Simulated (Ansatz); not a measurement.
`C[CH2][Ge][Cl]` → `[CH3][Ge][Cl]` + `[CH2]` (triplet) at 500 K and 1 bar (formal loss of a carbene).

Program: Ansatz. Geometries: PBE0-D4/def2-TZVP. ΔE: electronic, gas phase. CBS: MP2 limit from def2 TZ/QZ plus the TZ coupled-cluster correction, frozen cores. This one scheme is used for every species. Triplets are unrestricted, without spin–orbit coupling. For Ge outer-core shells are correlated without core-valence functions, which leaves a few kJ/mol of doubt a bond. Scalar relativity is left out up to krypton. Each species was taken in one conformer, which may not be the lowest.

```
          species  CCSD(T)/CBS energy (Eh)  H − E (kJ/mol)  S (J/(mol·K))
 `C[CH2][Ge][Cl]`              -2615.03092           211.0          398.3
  `[CH3][Ge][Cl]`              -2575.77362           126.4          350.0
`[CH2]` (triplet)                -39.09499            62.7          213.9
```

H − E and S are ideal-gas, rigid-rotor, harmonic terms from PBE0-D4/def2-TZVP, for one conformer and one mirror image of each species, with the whole ground term of open shells counted as degenerate. 1 Eh = 2625.50 kJ/mol, R = 8.31446 J/(mol·K).

Problem. By hand: ΔE, ΔH, ΔS and ΔG.

Solution. ΔE = (-2575.77362) + (-39.09499) − (-2615.03092) = 0.16231 Eh = 426.1 kJ/mol. Δ(H − E) = 126.4 + 62.7 − 211.0 = -21.9, so ΔH = 404.2 kJ/mol. ΔS = 350.0 + 213.9 − 398.3 = 165.6 J/(mol·K). ΔG = 404.2 − 500 × (165.6)/1000 = 321.4 kJ/mol.

Problem. By hand: the equilibrium constant, and the temperature at which ΔG would vanish if ΔH and ΔS stayed fixed.

Solution. log₁₀ K = −ΔG/(RT ln 10) = -33.6. ΔG = 0 at ΔH/ΔS = 2441 K.

The number of gas molecules changes by +1, which sets the sign of ΔS. A doubt of 5 kJ/mol in ΔE shifts log₁₀ K by 0.5 here. Other conformers and mirror images would add mixing entropy, several J/(mol·K) or more a flexible species. Modes under 60 cm⁻¹, often nearly free rotors, make the harmonic entropy too high. A triplet takes part, so the spin changes. These are equilibria of isolated gas molecules and say nothing of rates. Largest T1 diagnostic: 0.012 (customary marks: 0.02 for closed shells, 0.045 for open ones).
